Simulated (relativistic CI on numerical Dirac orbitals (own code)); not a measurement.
## Slater and spin-orbit integrals, Ir³²⁺

These numbers are calculated, not measured: Dirac-Coulomb-Breit CI, KLI orbitals optimised for each configuration, QED by a radiative potential, unscaled Slater integrals (own radial code, finite nucleus).

Slater integrals F^k, G^k are unscaled and averaged over j, outside the closed core [Ar] 3d10; ζ comes from projecting the Hamiltonian with its Breit term on Σ l·s of the shell.

- 4s2 4p6 4d9: ζ(4d) = 66275 cm⁻¹; <r>(4d) = 0.4174, <r^2>(4d) = 0.1993 (bohr units).
- 4s2 4p5 4d10: ζ(4p) = 549970 cm⁻¹; <r>(4p) = 0.4118, <r^2>(4p) = 0.1921 (bohr units).
- 4s2 4p6 4d8 4f: F^2(4d,4d) = 240680, F^4(4d,4d) = 163590, ζ(4d) = 66221, F^2(4d,4f) = 241190, F^4(4d,4f) = 157120, G^1(4d,4f) = 251860, G^3(4d,4f) = 172570, G^5(4d,4f) = 126470, ζ(4f) = 11631 cm⁻¹; <r>(4d) = 0.4177, <r^2>(4d) = 0.1995, <r>(4f) = 0.3964, <r^2>(4f) = 0.1791 (bohr units).

Task: Give the Racah parameters of the d shell in 4s2 4p6 4d8 4f.

Result: B = F²/49 − 5F⁴/441 = 3057 cm⁻¹ and C = 35F⁴/441 = 12984 cm⁻¹.

Averages of the first 10 configurations, taken without configuration mixing, which lowers the lowest level and can move excited configurations by several eV; other configurations of the list can lie among them:

```csv
Configuration,Parity,States,Average energy above the lowest level (eV)
4s2 4p6 4d9,even,10,10.0
4s2 4p5 4d10,odd,6,248.6
4s2 4p6 4d8 4f,odd,630,235.7
4s 4p6 4d10,even,2,433.2
4s2 4p5 4d9 4f,even,840,471.8
4s 4p6 4d9 4f,odd,280,656.7
4s2 4p6 4d8 5s,even,90,446.9
4s2 4p6 4d7 4f 5s,odd,3360,672.6
4s2 4p6 4d8 5p,odd,270,521.8
4s2 4p6 4d8 5d,even,450,618.4
```
